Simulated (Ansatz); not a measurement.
A nudged elastic band was laid between two geometries of C2H3AlClIO (9 atoms, charge 0, multiplicity 1).

These are results of Ansatz, RKS LDA/def2-SVP, not measurements.

```json
{
  "movable images": "5",
  "climbing image": "yes",
  "spring": "5.0 eV/Å²",
  "optimiser": "quadratic models (default)",
  "start path": "IDPP",
  "force threshold": "0.05 eV/Å",
  "iteration limit": "60",
  "end points": "relaxed"
}
```

Initial state:

```xyz
9
Properties=species:S:1:pos:R:3
C 0.232 -1.614 0.042
C -0.021 -0.182 -0.076
I 1.684 3.193 -0.114
O -0.389 0.336 -1.175
Al -0.245 1.708 0.171
Cl -2.095 2.453 0.798
H -0.417 -2.029 0.845
H 1.272 -1.763 0.409
H 0.068 -2.149 -0.919
```

Final state:

```xyz
9
Properties=species:S:1:pos:R:3
C 0.202 -1.614 0.126
C -0.058 -0.186 -0.025
I 1.422 3.031 -1.360
O -0.935 0.243 -0.836
Al -0.098 1.731 0.058
Cl -1.344 2.675 1.445
H -0.448 -2.229 -0.532
H 0.069 -1.894 1.195
H 1.279 -1.804 -0.088
```

Problem. What changes between the two ends?

Solution. No bond is made or broken. The dihedral H7–C1–C2–O4 goes from -123 to 0°. The two ends are copies of one structure, up to a mirror image or an exchange of like atoms.

Problem. What energy profile does the band end with?

Solution. The run converged. The highest image is number 3 of 0 to 6, 5.4 kJ/mol above the ends, which have the same energy within 2 meV. A vibrational analysis at the climbing image gives one clearly imaginary mode, 164i cm⁻¹: a first-order saddle point.

| image | path coordinate (Å) | energy (kJ/mol) | dihedral H7–C1–C2–O4 (°) |
| --- | --- | --- | --- |
| 0 | 0.00 | 0.0 | -123 |
| 1 | 0.55 | 1.1 | -102 |
| 2 | 1.10 | 3.8 | -81 |
| 3 | 1.65 | 5.4 | -58 |
| 4 | 2.19 | 3.7 | -35 |
| 5 | 2.74 | 1.0 | -17 |
| 6 | 3.28 | 0.0 | 0 |

Problem. What is the geometry of the highest image?

Solution. 
```xyz
9
Properties=species:S:1:pos:R:3
C 0.231 -1.610 0.144
C -0.027 -0.176 -0.006
I 1.548 3.097 -1.075
O -0.785 0.250 -0.932
Al -0.123 1.737 0.096
Cl -1.582 2.631 1.296
H -0.742 -2.137 0.280
H 0.908 -1.838 0.988
H 0.659 -2.001 -0.808
```

Problem. What are the harmonic wavenumbers there?

Solution. 164i, 70, 105, 127, 147, 257, 280, 372, 525, 561, 619, 830, 957, 1163, 1257, 1351, 1364, 1551, 2951, 3036, 3114 cm⁻¹.

The band took 4 iterations and of the order of 70 core-seconds.

The run took 35 s on 2 threads of AMD EPYC 7B13 (Zen 3), on a shared host, peak memory 0.19 GiB.
